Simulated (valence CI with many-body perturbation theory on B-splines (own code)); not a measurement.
## Br21+: electric-dipole lines

Computed by relativistic CI+MBPT: four valence electrons over a frozen Dirac-Fock core [Ne], radial functions for each j: 11 s, 11 p, 9 d, 7 f, 5 g, 2 h, 1 i, with the one-electron correlation potential Σ1, the two-electron term Σ2, the three-electron term Σ3, Breit, model QED; selected CI, second order for the rest (own B-spline code, finite nucleus).

No measured spectrum was set against this ion. As an estimate, levels of excited configurations hold to 0.05 to 0.15 % of their energy, terms of the ground configuration to about 0.5 %.

Lines 151 to 200 of 215 in falling wavelength, among levels below 1429100 cm⁻¹, chosen from the strongest by gf and those to the six lowest levels. Wavelengths and rates use the calculated energies, so an error of 300 cm⁻¹ moves a line at 12.90 nm by 0.039 % and its rate by three times that or more. Electric multipoles are in the length gauge, E1 and E2 with the static RPA response of the core. Weak lines are less certain than strong ones. Lines between different terms over intervals too small for the method are left out, as are lines whose strength nearly cancels. Where a level lies close to another of its J and parity, the split of strength between their lines is uncertain. The highest levels of a list are the least certain.

Names give the largest LS component (configuration and term), which can be under half, so a name can repeat, a term be missing and a line seem to break the LS rules; names also repeat where a configuration has a term twice. Letters in brackets count levels of one name in rising energy.

```tsv
λ vac (nm)	Upper	Lower	A (s⁻¹)	log gf	Branch %
12.90	3s3p²3d ¹G_4	3s3p³ ³D°_3	9.52e+09	-0.67	65.3
12.87	3s3p²3d ³F_2 [b]	3s3p³ ³D°_1	2.90e+10	-0.44	51.3
12.77	3s²3p3d ³D°_1	3s²3p² ³P_1	2.89e+10	-0.67	22.8
12.76	3s3p²3d ³F_2 [c]	3s3p³ ³P°_1	6.93e+09	-1.07	6.2
12.76	3s3p²3d ³F_2 [c]	3s3p³ ³P°_2 [a]	5.21e+09	-1.20	4.7
12.76	3s3p²3d ¹F_3	3s3p³ ³D°_3	3.08e+09	-1.28	5.0
12.74	3s3p²3d ³F_3 [a]	3s3p³ ⁵S°_2	1.41e+10	-0.62	83.8
12.68	3s3p²3d ³D_2 [a]	3s3p³ ³D°_3	1.67e+10	-0.70	18.0
12.67	3s3p²3d ³D_1 [d]	3s3p³ ³P°_1	1.06e+10	-1.12	10.7
12.67	3s3p²3d ³D_1 [d]	3s3p³ ³P°_2 [a]	2.76e+10	-0.70	27.9
12.66	3s3p²3d ³D_3	3s3p³ ³D°_2	1.17e+10	-0.71	19.3
12.61	3s3p²3d ³D_1 [a]	3s3p³ ³D°_2	3.75e+10	-0.57	62.8
12.55	3s3p²3d ³D_1 [d]	3s3p³ ³P°_0	7.04e+09	-1.30	7.1
12.51	3s3p²3d ³P_0 [a]	3s3p³ ³D°_1	4.27e+10	-1.00	51.5
12.50	3s3p²3d ³D_1 [a]	3s3p³ ³D°_1	7.94e+09	-1.25	13.3
12.45	3s²3p3d ³D°_2	3s²3p² ³P_2	5.64e+10	-0.18	44.5
12.41	3s3p²3d ⁵P_3	3s3p³ ⁵S°_2	7.02e+10	0.05	93.8
12.39	3s3p²3d ¹F_3	3s3p³ ³D°_2	1.89e+10	-0.52	30.6
12.38	3s3p²3d ³F_3 [b]	3s3p³ ³D°_3	4.72e+10	-0.12	48.4
12.37	3s²3p3d ¹F°_3	3s²3p² ¹D_2	9.71e+10	0.19	82.8
12.32	3s3p²3d ³D_2 [a]	3s3p³ ³D°_2	5.67e+10	-0.19	60.9
12.27	3s3p²3d ⁵P_2	3s3p³ ⁵S°_2	8.50e+10	-0.02	91.9
12.27	3s²3p3d ³D°_3	3s²3p² ³P_2	1.01e+11	0.20	87.9
12.22	3s3p²3d ³D_2 [a]	3s3p³ ³D°_1	7.38e+09	-1.08	7.9
12.21	3s²3p3d ³P°_1	3s²3p² ³P_2	2.36e+10	-0.80	23.1
12.17	3s3p²3d ⁵P_1	3s3p³ ⁵S°_2	1.00e+11	-0.18	98.6
12.14	3s3p³ ¹P°_1	3s²3p² ³P_0	2.39e+10	-0.80	25.9
12.11	3s3p²3d ³P_2 [a]	3s3p³ ⁵S°_2	1.26e+10	-0.86	14.3
12.08	3s²3p3d ³D°_2	3s²3p² ³P_1	4.91e+10	-0.27	38.7
12.05	3s²3p3d ³P°_2 [b]	3s²3p² ³P_2	1.62e+10	-0.75	16.4
12.04	3s3p²3d ³F_3 [b]	3s3p³ ³D°_2	3.56e+10	-0.27	36.6
12.04	3s3p²3d ³D_1 [c]	3s3p³ ³D°_2	1.30e+10	-1.07	15.6
11.98	3s²3p3d ³P°_0	3s²3p² ³P_1	9.14e+10	-0.71	100.0
11.98	3s3p²3d ³D_1 [b]	3s3p³ ³D°_1	2.90e+10	-0.73	31.8
11.95	3s²3p3d ¹P°_1	3s²3p² ¹D_2	1.16e+09	-2.13	1.2
11.95	3s3p²3d ³D_1 [c]	3s3p³ ³D°_1	9.27e+09	-1.23	11.1
11.90	3s3p²3d ³D_2 [b]	3s3p³ ³D°_2	6.79e+09	-1.14	9.3
11.89	3s²3p3d ³D°_1	3s²3p² ³P_0	8.14e+10	-0.29	64.3
11.85	3s²3p3d ³P°_1	3s²3p² ³P_1	5.58e+10	-0.45	54.7
11.84	3s3p²3d ³F_4 [b]	3s3p³ ³D°_3	9.51e+10	0.26	97.7
11.70	3s²3p3d ³P°_2 [b]	3s²3p² ³P_1	7.76e+09	-1.10	7.8
11.62	3s3p²3d ³P_1 [a]	3s3p³ ⁵S°_2	1.97e+09	-1.92	2.2
11.41	3s3p²3d ³G_3	3s3p³ ⁵S°_2	1.41e+08	-2.71	0.5
11.40	3s3p²3d ³F_3 [c]	3s3p³ ³D°_2	3.64e+10	-0.30	41.2
11.37	3s3p²3d ³D_1 [d]	3s3p³ ³D°_2	8.49e+09	-1.31	8.6
11.36	3s3p²3d ³F_2 [c]	3s3p³ ³D°_1	4.73e+10	-0.34	42.3
11.36	3s3p²3d ³F_2 [b]	3s3p³ ⁵S°_2	2.82e+09	-1.57	5.0
11.26	3s²3p3d ¹F°_3	3s²3p² ³P_2	2.01e+10	-0.57	17.2
11.11	3s3p²3d ³D_3	3s3p³ ⁵S°_2	6.51e+09	-1.07	10.7
11.09	3s²3p3d ³P°_1	3s²3p² ³P_0	3.06e+08	-2.77	0.3
```
